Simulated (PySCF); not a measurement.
Geometry (Å), atoms numbered from 1 in this order:
```xyz
14

F    -1.3029    1.5212    1.4757
C    -1.3541    0.8102    0.3256
C    -1.7820   -0.6569    0.4465
O    -0.5914   -1.0606   -0.2499
C    -0.0238    0.2189   -0.1784
O     0.9764    0.3322    0.8232
C     2.1719   -0.1608    0.5247
F     2.1918   -1.4822    0.3330
F     2.6957    0.3754   -0.5930
F     3.0111    0.1060    1.5142
H    -1.8898    1.4060   -0.4174
H    -1.7895   -1.0193    1.4766
H    -2.6852   -0.9577   -0.0828
H     0.3710    0.5671   -1.1401
```

Theoretical values (PySCF 2.14): geometry from GFN2-xTB, GIAO PBE0/pcSseg-1 shieldings. A single conformation, no relativistic terms, isolated molecule, equivalent nuclei averaged.

Q: Predict the 2D correlation tables (HSQC, COSY, HMBC).

A: 

HSQC (one-bond C–H):
```csv
δH,δC
6.09 (H14),107.3 (C5)
5.53 (H11),86.8 (C2)
5.23 (H12),81.0 (C3)
4.96 (H13),81.0 (C3)
```

COSY cross peaks (H two or three bonds apart, from the bond graph; peaks can be absent where the dihedral angle is near 90°):
```csv
δH,δH
6.09 (H14),5.53 (H11)
5.53 (H11),5.23 (H12)
5.53 (H11),4.96 (H13)
5.23 (H12),4.96 (H13)
```

HMBC (two and three bonds, from the bond graph):
```csv
δH,δC
6.09 (H14),"130.8 (C7), 86.8 (C2), 81.0 (C3)"
5.53 (H11),"107.3 (C5), 81.0 (C3)"
5.23 (H12),"107.3 (C5), 86.8 (C2)"
4.96 (H13),"107.3 (C5), 86.8 (C2)"
```

Shifts are taken against calculated references (same method and geometry level): TMS for $^{1}$H and $^{13}$C.

Shifts are as computed. Against solution values, carbons near 30 ppm lie about +3 ppm off and those near 130 ppm about +5 ppm. Of 1211 compounds with measured shifts, 218 miss one by over three times the rms of a fit or turn the order of signals round; such compounds aren't used in these exercises.
